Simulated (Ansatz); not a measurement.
Si₂Se₄, relaxed as a singlet with RKS PBE0-D4/def2-SVP in Ansatz, starting from the GFN1-xTB geometry. Force threshold 0.02 eV/Å.

Another isomer (singlet) lies 1.07 eV lower at PBE0-D4/def2-TZVP; other spin states weren't run for this one.

Start:

```xyz
6

Si   -0.5767    0.1855    0.5933
Si    1.1030   -1.1884   -1.2476
Se    0.0352    1.0315   -1.5906
Se    1.7115    0.8077    0.1001
Se   -0.4796   -2.0277    0.2102
Se   -1.7934    1.1914    1.9346
```

(1) Estimate the energy that the relaxation releases and the steps that it takes.

(2) Does the start keep its bonding and symmetry?

(3) Predict the relaxed structure.

## Answers

(1) 0.10 eV, in 6 steps; 30 s on 4 threads of Arm Neoverse V2 on a shared host. No frequencies were taken in this run, so the end may be a saddle point.

(2) By distances, no bond broke or formed. The bond that changes most is Si2–Se5, from 2.31 to 2.38 Å (atoms count from 1). Point group Cs at the start, Cs at the end, both within 0.05 Å.

(3) 
```xyz
6

Si   -0.629    0.191    0.648
Si    1.182   -1.214   -1.331
Se    0.027    1.002   -1.586
Se    1.703    0.780    0.105
Se   -0.458   -2.015    0.190
Se   -1.825    1.256    1.974
```
Bond lengths: 7 × Se–Si 2.08 to 2.51 Å; 1 × Se–Se 2.39 Å.
